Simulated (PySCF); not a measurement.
MoO3, multiplicity 1. Atoms are numbered in the order given.

```xyz
4

Mo     0.0000     0.0000     0.1967
O      1.3887    -0.8018    -0.3442
O     -1.3887    -0.8018    -0.3442
O      0.0000     1.6035    -0.3442
```

Geometry: PBE0-D3(BJ)/def2-TZVP. The spin state was assumed, not searched. The isomer is the one that the SMILES or the coordinates give; other isomers of the formula were not compared. The def2 effective core potentials stand for the cores of Mo; spin–orbit coupling is left out.

All values below come from r2SCAN/def2-TZVPD (PySCF).

Mulliken values depend strongly on the basis, most of all with diffuse functions as here. ESP charges are fitted to the potential on shells at 1.4 to 2.0 van der Waals radii. Atomic charges (e):

| atom | ESP fit | Mulliken |
|---|---|---|
| Mo1 | 1.82 | 2.24 |
| O2 | -0.61 | -0.75 |
| O3 | -0.61 | -0.75 |
| O4 | -0.60 | -0.75 |
